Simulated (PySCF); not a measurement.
# Radial density of Rb (rubidium, neutral)

TPSSh, [Kr] 5p1, 2P determinant (an excited configuration). All numbers are calculated (PySCF 2.14, the spin-free X2C one-electron Hamiltonian (Gaussian nucleus), in aug-cc-pwCVTZ-X2C with one added diffuse shell each of s, p, d, f type (11s10p8d4f, 109 functions)).

```csv
r (bohr),4πr²ρ (e/bohr),4πr²(ρα − ρβ)
0.0434,41.07,0.0008
0.0731,40.93,0.0019
0.123,55.55,0.0015
0.207,37.16,0.0000
0.348,36.76,0.0050
0.585,27.76,0.0003
0.984,7.584,0.0141
1.65,5.349,0.0134
2.78,0.9184,0.0102
4.68,0.1552,0.1370
7.88,0.1352,0.1352
13.2,0.01114,0.0111
22.3,6.905e-05,0.0001
```

Densities and radii are taken from the X2C orbitals without a picture-change correction, which distorts them close to the nucleus.
